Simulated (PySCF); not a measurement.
C7H8, charge +1, doublet, geometry from GFN2-xTB (a state made from the parent by changing its charge; the spin is typed, not shown lowest); PySCF with CASSCF(7,6)/STO-3G.

Here is a job for PySCF.
```python
from pyscf import gto, scf, mcscf
import numpy

mol = gto.M(
    atom='''
C     1.180360   -0.478103    0.633048
C     0.791827    0.811348    0.858665
C    -0.276648    1.141067   -0.157006
C    -1.323377    0.243707    0.460285
C    -0.934844   -1.045743    0.234668
C     0.366583   -0.993670   -0.530524
C     0.177411    0.290765   -1.356266
H     1.892980   -1.061838    1.189501
H     1.127685    1.478000    1.633900
H    -0.527976    2.183392   -0.307760
H    -2.180794    0.590129    1.010776
H    -1.415499   -1.949708    0.566377
H     0.701912   -1.898322   -1.021943
H    -0.588593    0.194160   -2.123277
H     1.102417    0.647963   -1.804790
''',
    basis='sto-3g',
    charge=1,
    spin=1,
    verbose=4,
)

mf = scf.ROHF(mol)
mf.kernel()
mc = mcscf.CASSCF(mf, 6, 7)
mc.fix_spin_(ss=0.75)
mc.kernel()
occ = numpy.linalg.eigvalsh(mc.fcisolver.make_rdm1(mc.ci, mc.ncas, mc.nelecas))[::-1]
ss = mc.fcisolver.spin_square(mc.ci, mc.ncas, mc.nelecas)[0]
print('natural occupations', occ.round(4), ' <S^2>', round(ss, 4))
```

Output, abridged:

```
PySCF version 2.14.0

[INPUT] verbose = 4
[INPUT] num. atoms = 15
[INPUT] num. electrons = 49
[INPUT] charge = 1
[INPUT] spin (= nelec alpha-beta = 2S) = 1
[INPUT] symmetry False subgroup None
[INPUT] Mole.unit = angstrom
[INPUT] Symbol           X                Y                Z      unit          X                Y                Z       unit  Magmom
[...]
nuclear repulsion = 291.705229190656
number of shells = 29
number of NR pGTOs = 129
number of NR cGTOs = 43
basis = sto-3g
ecp = {}

******** <class 'pyscf.scf.rohf.ROHF'> ********
method = ROHF
initial guess = minao
damping factor = 0
level_shift factor = 0
DIIS = <class 'pyscf.scf.diis.CDIIS'>
diis_start_cycle = 1
diis_space = 8
diis_damp = 0
SCF conv_tol = 1e-09
SCF conv_tol_grad = None
SCF max_cycles = 50
direct_scf = True
direct_scf_tol = 1e-13
num. doubly occ = 24  num. singly occ = 1
Set gradient conv threshold to 3.16228e-05
init E= -268.748370472192
[...]
cycle= 1 E= -266.13918922962  delta_E= 2.61  |g|= 0.368  |ddm|= 3.57
[...]
cycle= 2 E= -266.196193719968  delta_E= -0.057  |g|= 0.0845  |ddm|= 0.46
[...]
cycle= 3 E= -266.199444678489  delta_E= -0.00325  |g|= 0.0172  |ddm|= 0.12
[...]
cycle= 4 E= -266.199605843493  delta_E= -0.000161  |g|= 0.00262  |ddm|= 0.0273
[...]
cycle= 5 E= -266.199610336091  delta_E= -4.49e-06  |g|= 0.00079  |ddm|= 0.00342
[...]
cycle= 6 E= -266.199611060063  delta_E= -7.24e-07  |g|= 0.000109  |ddm|= 0.00174
[...]
cycle= 7 E= -266.19961107393  delta_E= -1.39e-08  |g|= 1.79e-05  |ddm|= 0.000247
[...]
cycle= 8 E= -266.199611074227  delta_E= -2.96e-10  |g|= 3.54e-06  |ddm|= 3.6e-05
[...]
Extra cycle  E= -266.199611074235  delta_E= -8.53e-12  |g|= 1.26e-06  |ddm|= 4.69e-06
converged SCF energy = -266.199611074235

******** <class 'pyscf.mcscf.mc1step.CASSCF'> ********
CAS (4e+3e, 6o), ncore = 21, nvir = 16
max_cycle_macro = 50
max_cycle_micro = 4
conv_tol = 1e-07
conv_tol_grad = None
orbital rotation max_stepsize = 0.02
orbital rotation threshold for CI restart = 0.01
augmented hessian ah_max_cycle = 30
augmented hessian ah_conv_tol = 1e-12
augmented hessian ah_linear dependence = 1e-14
augmented hessian ah_level shift = 1e-08
augmented hessian ah_start_tol = 2.5
augmented hessian ah_start_cycle = 3
augmented hessian ah_grad_trust_region = 3
kf_trust_region = 3
kf_interval = 4
ci_response_space = 4
ci_grad_trust_region = 3
with_dep4 0
natorb = False
canonicalization = True
sorting_mo_energy = False
ao2mo_level = 2
internal_rotation = False
******** <class 'pyscf.fci.addons.SpinPenaltyFCISolver'> ********
max. cycles = 50
conv_tol = 1e-08
davidson only = True
linear dependence = 1e-12
level shift = 0.001
max iter space = 12
nroots = 1
pspace_size = 400
spin = None
CASCI E = -266.232332631893  S^2 = 0.7500000
Set conv_tol_grad to 0.000316228
macro iter   1 ( 21 JK    4 micro), CASSCF E = -266.245481216684  dE = -1.31485848e-02  S^2 = 0.7500000
               |grad[o]|=0.0314  |grad[c]|=0.0495  |ddm|=0.0218  |maxRot[o]|=0.245
macro iter   2 ( 21 JK    4 micro), CASSCF E = -266.248023847029  dE = -2.54263035e-03  S^2 = 0.7500000
               |grad[o]|=0.0156  |grad[c]|=0.0364  |ddm|=0.00617  |maxRot[o]|=0.194
macro iter   3 ( 21 JK    4 micro), CASSCF E = -266.249230977738  dE = -1.20713071e-03  S^2 = 0.7500000
               |grad[o]|=0.0097  |grad[c]|=0.0142  |ddm|=0.00452  |maxRot[o]|= 0.19
macro iter   4 ( 21 JK    4 micro), CASSCF E = -266.249856029252  dE = -6.25051514e-04  S^2 = 0.7500000
               |grad[o]|=0.00577  |grad[c]|=0.00361  |ddm|=0.00198  |maxRot[o]|=0.159
macro iter   5 ( 20 JK    4 micro), CASSCF E = -266.249968490562  dE = -1.12461310e-04  S^2 = 0.7500000
               |grad[o]|=0.00261  |grad[c]|=0.00855  |ddm|=0.00238  |maxRot[o]|=0.0681
macro iter   6 ( 12 JK    3 micro), CASSCF E = -266.250025591457  dE = -5.71008955e-05  S^2 = 0.7500000
               |grad[o]|=0.00182  |grad[c]|=0.0025  |ddm|=0.00096  |maxRot[o]|=0.0564
[...]
               |grad[o]|=0.00245  |grad[c]|=0.00119  |ddm|=0.00879  |maxRot[o]|=0.0641
macro iter  21 ( 16 JK    4 micro), CASSCF E = -266.250710662784  dE =  1.30375837e-04  S^2 = 0.7500000
               |grad[o]|=0.00246  |grad[c]|=0.00624  |ddm|=0.00342  |maxRot[o]|=0.0806
macro iter  22 ( 21 JK    4 micro), CASSCF E = -266.250766071659  dE = -5.54088746e-05  S^2 = 0.7500000
               |grad[o]|=0.00169  |grad[c]|=0.00229  |ddm|=0.00236  |maxRot[o]|=0.035
macro iter  23 (  7 JK    2 micro), CASSCF E = -266.250886467768  dE = -1.20396109e-04  S^2 = 0.7500000
               |grad[o]|=0.00114  |grad[c]|=0.00048  |ddm|=0.0031  |maxRot[o]|=0.0375
macro iter  24 (  6 JK    2 micro), CASSCF E = -266.250968318780  dE = -8.18510123e-05  S^2 = 0.7500000
               |grad[o]|=0.000989  |grad[c]|=0.000644  |ddm|=0.0035  |maxRot[o]|=0.0366
macro iter  25 ( 15 JK    4 micro), CASSCF E = -266.250639392669  dE =  3.28926111e-04  S^2 = 0.7500000
               |grad[o]|=0.00115  |grad[c]|=0.00746  |ddm|=0.0106  |maxRot[o]|=0.0968
macro iter  26 ( 21 JK    4 micro), CASSCF E = -266.250652913340  dE = -1.35206712e-05  S^2 = 0.7500000
               |grad[o]|=0.00223  |grad[c]|=0.00183  |ddm|=0.00083  |maxRot[o]|=0.011
macro iter  27 (  7 JK    2 micro), CASSCF E = -266.250807812114  dE = -1.54898774e-04  S^2 = 0.7500000
               |grad[o]|=0.00136  |grad[c]|=0.000454  |ddm|=0.00268  |maxRot[o]|=0.0354
macro iter  28 (  7 JK    2 micro), CASSCF E = -266.250964376311  dE = -1.56564197e-04  S^2 = 0.7500000
               |grad[o]|=0.000978  |grad[c]|=0.000761  |ddm|=0.00397  |maxRot[o]|=0.0497
macro iter  29 ( 15 JK    4 micro), CASSCF E = -266.250618504578  dE =  3.45871733e-04  S^2 = 0.7500000
               |grad[o]|=0.00123  |grad[c]|=0.00694  |ddm|=0.0115  |maxRot[o]|=0.0921
macro iter  30 ( 21 JK    4 micro), CASSCF E = -266.250684941428  dE = -6.64368507e-05  S^2 = 0.7500000
               |grad[o]|=0.00205  |grad[c]|=0.00188  |ddm|=0.00124  |maxRot[o]|=0.0358
macro iter  31 (  7 JK    2 micro), CASSCF E = -266.250821635434  dE = -1.36694005e-04  S^2 = 0.7500000
               |grad[o]|=0.00128  |grad[c]|=0.0005  |ddm|=0.00242  |maxRot[o]|=0.0352
macro iter  32 (  7 JK    2 micro), CASSCF E = -266.250968914500  dE = -1.47279066e-04  S^2 = 0.7500000
               |grad[o]|=0.000981  |grad[c]|=0.000734  |ddm|=0.00371  |maxRot[o]|=0.0496
macro iter  33 (  5 JK    2 micro), CASSCF E = -266.251011615500  dE = -4.27010001e-05  S^2 = 0.7500000
               |grad[o]|=0.00118  |grad[c]|=0.000785  |ddm|=0.00302  |maxRot[o]|=0.0253
macro iter  34 (  4 JK    1 micro), CASSCF E = -266.251039046647  dE = -2.74311467e-05  S^2 = 0.7500000
               |grad[o]|=0.00112  |grad[c]|=0.00257  |ddm|=0.00298  |maxRot[o]|=0.0274
macro iter  35 (  3 JK    1 micro), CASSCF E = -266.251045694668  dE = -6.64802167e-06  S^2 = 0.7500000
               |grad[o]|=0.000795  |grad[c]|=0.00125  |ddm|=0.00165  |maxRot[o]|=0.0129
macro iter  36 (  3 JK    1 micro), CASSCF E = -266.251047324197  dE = -1.62952892e-06  S^2 = 0.7500000
               |grad[o]|=0.000469  |grad[c]|=0.000604  |ddm|=0.000747  |maxRot[o]|=0.00637
macro iter  37 (  3 JK    1 micro), CASSCF E = -266.251047710730  dE = -3.86532918e-07  S^2 = 0.7500000
               |grad[o]|=0.000245  |grad[c]|=0.000305  |ddm|=0.000376  |maxRot[o]|=0.00306
macro iter  38 (  3 JK    1 micro), CASSCF E = -266.251047807831  dE = -9.71010081e-08  S^2 = 0.7500000
               |grad[o]|=0.000118  |grad[c]|=0.000147  |ddm|=0.000158  |maxRot[o]|=0.00166
1-step CASSCF converged in  38 macro (462 JK 107 micro) steps
CASSCF canonicalization
Density matrix diagonal elements [1.98687284 1.99224549 1.90682014 0.97994473 0.0806411  0.05347569]
CASSCF energy = -266.251047807831
CASCI E = -266.251047807831  E(CI) = -11.3344347830197  S^2 = 0.7500000
natural occupations [1.9927 1.9889 1.9068 0.9784 0.0803 0.0529]  <S^2> 0.75
```
